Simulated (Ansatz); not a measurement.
CHFGeO, SMILES `O=[CH][Ge][F]` (excited triplet; O–C–Ge–F torsion 180°) (charge 0, multiplicity 3). This triplet is an excited state, 1.13 eV above the relaxed singlet at the level frozen-core CCSD(T)/cc-pVTZ // B3LYP-D3(BJ)/def2-TZVP (Ansatz, a quantum-chemistry and plane-wave program).

Cartesian coordinates (Å):
```xyz
5

O     -1.8262    -0.5716     0.1974
C     -0.7478    -0.1143    -0.0463
Ge     1.0772    -0.5531     0.8292
F      2.0111     0.5857    -0.1711
H     -0.5143     0.6533    -0.8092
```
Charge 0, spin multiplicity 3.

Give the natural occupations of the active orbitals, the CASSCF energy and the corrected energy for frozen-core fic-MRCISD+Q@CASSCF(6e,6o)/cc-pVTZ // B3LYP-D3(BJ)/def2-TZVP (Ansatz).


```
Item                                                  Value
-----------------------  ----------------------------------
natural occupations      1.96, 1.94, 1.01, 1.00, 0.06, 0.02
CASSCF energy                                 -2288.2497 Ha
corrected energy                              -2288.9932 Ha
weight of the reference                               0.877
```
